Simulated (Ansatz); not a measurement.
Stretching the Si1–I3 bond in FISi (SMILES F[Si]I) (multiplicity 1 held, fragments rigid). Energies count from the point at 2.513 Å.
Geometry at that point (charge 0, multiplicity 1):
```csv
atom,x (Å),y (Å),z (Å)
Si,0.7254,1.0195,1.1889
F,1.1609,2.1637,0.1435
I,-0.3888,-0.6367,-0.3384
```

Unrestricted levels (U-) break spin symmetry where that is lower. Active spaces are followed from a long bond inwards. Curves can end on different states.

Frozen-core correlation. Filled d and f shells under p-block atoms count as core.

Programs: Ansatz (a first-principles code). Each number belongs to the level named beside it. In def2 rows elements past Kr take small-core potentials, without spin–orbit coupling.

Energies in kJ/mol.

| R (Å) | U-HF/def2-TZVPP | U-PBE/def2-TZVPP | U-r2SCAN/def2-TZVPP | U-SCS-MP2/def2-TZVPP | FIC-MRCISD+Q on CASSCF(6,4)/def2-TZVPP |
|---|---|---|---|---|---|
| 2.011 | 225 | 219 | 212 | 227 | 218 |
| 2.262 | 36 | 37 | 33 | 40 | 34 |
| 2.513 | 0 | 0 | 0 | 0 | 0 |
| 2.765 | 23 | 20 | 24 | 18 | 23 |
| 3.016 | 68 | 61 | 68 | 64 | 68 |
| 3.393 | 141 | 128 | 140 | 165 | 141 |
| 3.770 | 181 | 187 | 202 | 247 | 204 |
| 4.398 | 204 | 251 | 265 | 293 | 273 |
| 5.027 | 209 | 281 | 291 | 303 | 297 |
| 5.781 | 211 | 296 | 304 | 306 | 304 |
| 6.786 | 211 | 303 | 310 | 307 | 304 |
| 8.043 | 211 | 306 | 312 | 307 | 305 |

Doubts at one or more of the structures used: a spin-contaminated determinant (U-HF/def2-TZVPP, U-PBE/def2-TZVPP, U-r2SCAN/def2-TZVPP, U-SCS-MP2/def2-TZVPP); active orbitals that take no part (FIC-MRCISD+Q on CASSCF(6,4)/def2-TZVPP).
